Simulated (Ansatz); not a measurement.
Geometry optimisation of Ag₂O.

```yaml
crystal:
  periodic: [false, false, false]
  atoms:
    - {symbol: Ag, position_ang: [-1.466643, -0.281328, -0.484118]}
    - {symbol: Ag, position_ang: [0.950315, 0.448792, 1.166213]}
    - {symbol: O, position_ang: [0.516328, -0.167463, -0.682095]}
basis:
  gaussian: {orbitals: def2-TZVP}
magnetization: {spin_polarized: true, initial_magnetization: 2}
hamiltonian: {xc: pbe0, dispersion: d4}
scf: {lower_state_search: "off"}
output: {orbitals: {seedname: orbitals}}
relax: {f_tol: 0.02, max_steps: 100}
```

```sh
$ ansatz run in.yaml --threads 4 --pin off --events-out ev --progress --plain --max-ram 3916MiB
```

Shortened log:

```
Functional definition: PBE0
  name "PBE0"
  cite "Adamo & Barone, J. Chem. Phys. 110, 6158 (1999) doi:10.1063/1.478522"
  cite "Perdew, Burke & Ernzerhof, Phys. Rev. Lett. 77, 3865 (1996) doi:10.1103/PhysRevLett.77.3865"
  parent pbe
  parameter a = 0.25
  parameter kappa = 0.804
  parameter beta = 0.06672455060314922
  exchange = (1 - a)*pbe_x(kappa = kappa, mu = beta*pi^2/3) + a*exact_x
  correlation = pbe_c(beta = beta)
these checks for a lower state are left out or cut short: stability, starts, cluster_reference, orbital_swaps, neighbouring_geometries, increment
mean field -10042.22804870 eV, -369.0450739231 hartree, gradient 5.7e-7 eV, S^2 2.012836; 0 other end points of the search recorded, 0 dependent functions left out
the calculation of the forces begins
relax step   1: F+E_penalty+E_count = -10042.29819174 eV  Δ(F+E_penalty+E_count) = +0.000e0 eV  max|allowed force component| = 1.537e0 eV/Å  Δτ_max = 0.0000 Å  (102 SCF iters, accepted)
these checks for a lower state are left out or cut short: stability, starts, cluster_reference, orbital_swaps, neighbouring_geometries, increment
mean field -10042.38125399 eV, -369.0507041137 hartree, gradient 2.1e-6 eV, S^2 2.013317; 0 other end points of the search recorded, 0 dependent functions left out
the calculation of the forces begins
relax step   2: F+E_penalty+E_count = -10042.45121142 eV  Δ(F+E_penalty+E_count) = -1.530e-1 eV  max|allowed force component| = 8.702e-1 eV/Å  Δτ_max = 0.0674 Å  (25 SCF iters, accepted)
these checks for a lower state are left out or cut short: stability, starts, cluster_reference, orbital_swaps, neighbouring_geometries, increment
mean field -10042.54286944 eV, -369.0566433719 hartree, gradient 1.9e-6 eV, S^2 2.017220; 0 other end points of the search recorded, 0 dependent functions left out
the calculation of the forces begins
relax step   3: F+E_penalty+E_count = -10042.61338515 eV  Δ(F+E_penalty+E_count) = -1.622e-1 eV  max|allowed force component| = 1.151e-1 eV/Å  Δτ_max = 0.1961 Å  (28 SCF iters, accepted)
these checks for a lower state are left out or cut short: stability, starts, cluster_reference, orbital_swaps, neighbouring_geometries, increment
mean field -10042.54061134 eV, -369.0565603881 hartree, gradient 2.6e-6 eV, S^2 2.018648; 0 other end points of the search recorded, 0 dependent functions left out
the calculation of the forces begins
relax step   4: F+E_penalty+E_count = -10042.61132107 eV  Δ(F+E_penalty+E_count) = +2.064e-3 eV  max|allowed force component| = 1.653e-1 eV/Å  Δτ_max = 0.0660 Å  (23 SCF iters, rejected (line search))
these checks for a lower state are left out or cut short: stability, starts, cluster_reference, orbital_swaps, neighbouring_geometries, increment
mean field -10042.54761595 eV, -369.0568178029 hartree, gradient 1.6e-6 eV, S^2 2.017880; 0 other end points of the search recorded, 0 dependent functions left out
the calculation of the forces begins
relax step   5: F+E_penalty+E_count = -10042.61824058 eV  Δ(F+E_penalty+E_count) = -4.855e-3 eV  max|allowed force component| = 1.169e-2 eV/Å  Δτ_max = 0.0313 Å  (25 SCF iters, accepted)
Total energy: -10042.61827544 eV, -369.0594144912 hartree
Atom 0 at    -1.433074    -0.217975    -0.290973 Å, force    -0.008557     0.000187     0.003023 eV/Å
Atom 1 at     0.746850     0.440541     1.197505 Å, force    -0.000292     0.002683     0.008666 eV/Å
Atom 2 at     0.686224    -0.222565    -0.906532 Å, force     0.008849    -0.002870    -0.011689 eV/Å
Dipole moment:    -0.223659     0.072540     0.295464 e Å
Checks for a lower state left out: stability, starts, cluster_reference, orbital_swaps, neighbouring_geometries, increment
```

Hardware: 4 threads of Arm Neoverse V1 on a shared host. Wall time 8.5 s.

In the def2 sets Ag takes a core potential; there is no spin–orbit coupling. The relaxation made no stability test and no search for a lower SCF solution. At PBE0-D4/def2-TZVP a singlet of charge 0 lies 0.75 eV below the triplet, each at its own geometry. The structure comes from a short search, and lower isomers may exist.
